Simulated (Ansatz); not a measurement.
Calculated with Ansatz (gas phase, PBE0-D4/def2-TZVP geometries, no zero-point term in ΔE). CBS: MP2 limit from def2 TZ/QZ plus the TZ coupled-cluster correction, frozen cores. DFT in def2-TZVPP. For Br, Ga, Se outer-core shells are correlated without core-valence functions, which leaves a few kJ/mol of doubt a bond. Scalar relativity is left out up to krypton. One conformer a species, not always the lowest.

Reaction (ligand exchange at a Ga–Br bond): `[F][Ga]([F])[Br]` + H₂Se → `[F][Ga]([F])[SeH]` + HBr

```tsv
species	RPA@PBE/def2-TZVPP energy (Eh)
`[F][Ga]([F])[Br]`	-4696.16072
H₂Se	-2401.44234
`[F][Ga]([F])[SeH]`	-4524.17237
HBr	-2573.42615
```

Question: Work out ΔE.

Answer: ΔE = (-4524.17237) + (-2573.42615) − (-4696.16072) − (-2401.44234) = 0.00454 Eh = +2.8 kcal/mol. CCSD(T)/CBS gives +2.4 kcal/mol.

Question: What do rigid-rotor, harmonic-oscillator terms from PBE0-D4/def2-TZVP frequencies (298.15 K, 1 bar) make of the CCSD(T)/CBS value? (An estimate is asked.)

Answer: The calculation gave: ΔZPE = -0.1 kcal/mol, ΔH = +2.4 kcal/mol, ΔS = -3 J/(mol·K), ΔG = +2.6 kcal/mol.

Largest T1 diagnostic among the species: 0.013.

Leaving LDA and LC-ωPBE aside and taking each functional with its dispersion term where it has one, the values, not all of them listed here, spread over 1.8 kcal/mol, from PBE-D4 to B97M-V. LDA lies −0.8 kcal/mol from PBE without D4. At CCSD(T), def2-SVP lies +1.4 kcal/mol from the extrapolated value and def2-TZVPP +0.6 kcal/mol.
